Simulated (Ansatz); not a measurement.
Program: Ansatz. Geometries: PBE0-D4/def2-TZVP. ΔE: electronic, gas phase. CCSD(T)/CBS adds triple-zeta CCSD(T) − MP2 to the extrapolated MP2 energy (def2 sets, frozen cores). This one scheme is used for every species. Functionals use def2-TZVPP. Elements past krypton have def2 core potentials. For Sn outer-core shells are correlated without core-valence functions, which leaves a few kJ/mol of doubt a bond. Each species was taken in one conformer, which may not be the lowest.

`O[CH2][SnH]([F])[Cl]` + HCl → `[F][SnH]([Cl])[Cl]` + CH₃OH  (ligand exchange at the Sn–C bond)

| level | ΔE (eV) |
| --- | --- |
| PBE-D4 | -1.03 |
| r2SCAN-D4 | -1.12 |
| PBE | -1.05 |
| HF/def2-QZVPP | -1.32 |

Question: What does CCSD(T)/CBS give? (An estimate is asked.)

Answer: Computed: -1.07 eV. The listed levels differ from it by 0.04, -0.05, 0.02, -0.25 eV.

Largest T1 diagnostic among the species: 0.012.

From PBE to PBE0 (25 % exact exchange), in def2-TZVPP and without D4, ΔE moves by −0.04 eV. In def2-TZVPP, CCSD(T) changes the Hartree–Fock value by +0.27 eV (the triples alone add +0.02 eV) and MP2 by +0.25 eV.
